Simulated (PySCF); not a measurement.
A mixed set of molecules.

All values: PBE0/def2-SVPD (PySCF) at GFN2-xTB geometries, gas phase, one conformer each. Core orbitals are frozen in the response; Δα² is half the sum of the squared differences of the principal polarisabilities.

Question: Rank by HOMO–LUMO gap, lowest first.
A. `FC(F)[C@@H]1CN1`
B. `C(Cl)(=O)c1ccco1`
C. `F[Si@@H]1CC[Si@@H](P)O1`

Answer: B (5.41 eV), C (7.69 eV), A (8.39 eV).

All values together:

```json
{"SMILES": "O=C(Cl)c1ccco1", "formula": "C5H3ClO2", "μ (D)": "4.54", "HOMO (eV)": "-7.68", "LUMO (eV)": "-2.26", "α (Å³)": "11.88", "Δα (Å³)": "8.18", "electrons": "66", "α per electron (Å³)": "0.180"}
{"SMILES": "NO", "formula": "H3NO", "μ (D)": "0.61", "HOMO (eV)": "-7.50", "LUMO (eV)": "0.83", "α (Å³)": "2.67", "Δα (Å³)": "0.78", "electrons": "18", "α per electron (Å³)": "0.148"}
{"SMILES": "FC(F)[C@@H]1CN1", "formula": "C3H5F2N", "μ (D)": "2.80", "HOMO (eV)": "-7.77", "LUMO (eV)": "0.63", "α (Å³)": "6.61", "Δα (Å³)": "1.21", "electrons": "48", "α per electron (Å³)": "0.138"}
{"SMILES": "F[Si@@H]1CC[Si@@H](P)O1", "formula": "C2H8FOPSi2", "μ (D)": "2.57", "HOMO (eV)": "-7.65", "LUMO (eV)": "0.03", "α (Å³)": "14.50", "Δα (Å³)": "4.16", "electrons": "80", "α per electron (Å³)": "0.181"}
```

Conformers: `[O:1]=[C:2]([Cl:3])[c:4]1[cH:5][cH:6][cH:7][o:8]1` with O1–C2–C4–C5 0°; `[NH2:1][OH:2]` with H–N1–O2–H -123° and 123°; `[F:1][CH:2]([F:3])[C@@H:4]1[CH2:5][NH:6]1` with F1–C2–C4–C5 -73°; `[F:1][Si@@H:2]1[CH2:3][CH2:4][Si@@H:5]([PH2:6])[O:7]1` with C4–Si5–P6–H -81° and -174°, F1–Si2–C3–C4 -135°, Si2–C3–C4–Si5 29°, C3–C4–Si5–P6 -137°, C4–Si5–O7–Si2 10°.
